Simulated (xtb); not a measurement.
C2H7FOSi, SMILES O([SiH2]F)CC. All values are semi-empirical tight-binding results from xtb (GFN2-xTB unless named), good for trends rather than for accurate numbers. The structure is a stationary point at GFN2-xTB. One conformer was computed; it need not be the lowest.

Optimised geometry:

```xyz
12

Si     1.2080     0.3347     0.5013
F      1.8513     0.5498    -0.9619
O     -0.3787     0.1337     0.3812
C     -1.1728    -0.8049    -0.2980
C     -2.6413    -0.4767    -0.0797
H      1.9305    -0.8261     0.9982
H      1.2844     1.5842     1.2204
H     -0.9479    -1.8099     0.0788
H     -0.9309    -0.7782    -1.3667
H     -2.8576     0.5208    -0.4528
H     -3.2636    -1.1966    -0.6041
H     -2.8750    -0.5076     0.9813
```
Charge 0, spin multiplicity 1.

```json
{
  "orbital_gap": "6.72 eV",
  "dipole_moment": "2.06 D",
  "zero_point_energy": "55.5 kcal/mol",
  "G − E(el) at 298.15 K (modified RRHO)": "35.6 kcal/mol",
  "static polarisability (D4 model)": "62.7 bohr³",
  "solvation energy, GFN2-xTB/ALPB(water)": "-0.3 kcal/mol",
  "solvation energy, GFN2-xTB/ALPB(methanol)": "-2.9 kcal/mol"
}
```

Computed atomic charges and the Wiberg bond orders between heavy atoms:
charges (e) Si1 0.58, F2 -0.28, O3 -0.36, C4 0.09, C5 -0.12, H6 -0.07, H7 -0.06, H8 0.03, H9 0.03, H10 0.06, H11 0.05, H12 0.05. Bond orders Si1–F2 1.07, Si1–O3 1.19, O3–C4 0.97, C4–C5 1.02.
